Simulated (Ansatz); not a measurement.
C2H8Si2 (`[SiH3][SiH]1CC1`), relaxed with RKS PBE-D4/def2-SVP in the Gaussian-basis code of Ansatz from a rough embedded geometry. The force threshold is 0.03 eV/Å; the program also tests the step.

Total charge 0; spin multiplicity 1.

Start:

```xyz
12

Si    0.495    0.768    1.754
Si    0.648   -0.472   -0.052
C    -0.182    0.141   -1.542
C    -1.010   -0.853   -0.903
H     0.240   -0.064    3.016
H     1.797    1.535    2.057
H    -0.580    1.806    1.697
H     1.664   -1.473   -0.294
H    -0.519    1.193   -1.563
H     0.302   -0.107   -2.527
H    -1.841   -0.603   -0.329
H    -1.013   -1.870   -1.314
```

(1) By how much does the energy fall, and how many steps does the optimiser take? (Estimate.)

(2) Which bonds change most? (Best estimate.)

(3) Give the relaxed structure. (Estimate.)

Answers

(1) The calculation gave: 0.46 eV, in 3 steps.

(2) Ansatz gave: Si1–Si2 from 2.196 to 2.325 Å; C3–C4 from 1.443 to 1.531 Å; Si2–C3 from 1.812 to 1.894 Å; C4–H11 from 1.041 to 1.103 Å.

(3) Computed: 
```xyz
12

Si    0.555    0.798    1.880
Si    0.636   -0.515   -0.037
C    -0.166    0.169   -1.609
C    -1.002   -0.902   -0.904
H     0.322   -0.021    3.123
H     1.814    1.600    2.076
H    -0.602    1.747    1.706
H     1.738   -1.512   -0.232
H    -0.551    1.203   -1.597
H     0.290   -0.105   -2.576
H    -1.942   -0.581   -0.424
H    -1.092   -1.880   -1.407
```
